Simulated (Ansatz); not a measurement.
Gas-phase electronic energies from Ansatz, PBE0-D4/def2-TZVP geometries. CCSD(T)/CBS adds triple-zeta CCSD(T) − MP2 to the extrapolated MP2 energy (def2 sets, frozen cores). DFT in def2-TZVPP. B3LYP here is the variant with VWN-RPA as its local correlation; programs differ in this. HSE06 is defined as in plane-wave codes. For Se outer-core shells are correlated without core-valence functions, which leaves a few kJ/mol of doubt a bond. Scalar relativity is left out up to krypton. One conformer a species, not always the lowest.

Reaction (substitution at a C–Si bond): `NC#C[SiH2][SiH3]` + H₂Se → `NC#C[SeH]` + disilane

| level | ΔE (kcal/mol) | difference from CCSD(T)/CBS |
| --- | --- | --- |
| LDA (SPW92) | 16.6 | -3.1 |
| PBE-D4 | 16.9 | -2.8 |
| revPBE-D4 | 16.8 | -2.9 |
| BLYP-D4 | 17.6 | -2.1 |
| r2SCAN-D4 | 18.9 | -0.8 |
| B97M-V | 19.1 | -0.6 |
| PBE0-D4 | 17.7 | -2.0 |
| B3LYP-D4 | 18.3 | -1.4 |
| r2SCANh-D4 | 18.9 | -0.8 |
| r2SCAN0-D4 | 19.0 | -0.7 |
| HSE06-D4 | 17.7 | -2.0 |
| BHLYP-D4 | 19.2 | -0.5 |
| CAM-B3LYP-D4 | 18.6 | -1.1 |
| ωB97X-V | 18.1 | -1.6 |
| ωB97M-V | 18.9 | -0.8 |
| B2PLYP | 18.4 | -1.3 |
| PBE-QIDH | 18.3 | -1.4 |
| PBE | 16.6 | -3.1 |
| BLYP | 17.1 | -2.6 |
| PBE0 | 17.4 | -2.3 |
| r2SCANh | 18.8 | -0.9 |
| r2SCAN0 | 18.8 | -0.9 |
| BHLYP | 18.7 | -1.0 |
| CAM-B3LYP | 18.2 | -1.5 |
| LC-ωPBE | 17.5 | -2.2 |
| RPA@PBE/def2-TZVPP | 18.0 | -1.7 |
| HF/def2-SVP | 19.2 | -0.5 |
| MP2/def2-SVP | 18.8 | -0.9 |
| CCSD/def2-SVP | 18.6 | -1.1 |
| CCSD(T)/def2-SVP | 18.5 | -1.2 |
| HF/def2-TZVPP | 19.6 | -0.1 |
| MP2/def2-TZVPP | 18.8 | -0.9 |
| SCS-MP2/def2-TZVPP | 18.5 | -1.2 |
| CCSD/def2-TZVPP | 18.7 | -1.0 |
| CCSD(T)/def2-TZVPP | 18.7 | -1.0 |
| HF/def2-QZVPP | 19.7 | 0.0 |
| MP2/def2-QZVPP | 19.4 | -0.3 |
| SCS-MP2/def2-QZVPP | 19.1 | -0.6 |
| MP2/CBS(def2) | 19.8 | 0.1 |
| CCSD/CBS(def2) | 19.8 | 0.1 |
| CCSD(T)/CBS | 19.7 | 0 |

Largest T1 diagnostic among the species: 0.013.

From BLYP to BHLYP (50 % exact exchange), in def2-TZVPP and without D4, ΔE moves by +1.6 kcal/mol. At CCSD(T), def2-SVP lies −1.2 kcal/mol from the extrapolated value and def2-TZVPP −1.0 kcal/mol. Leaving LDA and LC-ωPBE aside and taking each functional with its dispersion term where it has one, the values spread over 2.3 kcal/mol, from revPBE-D4 to BHLYP-D4.
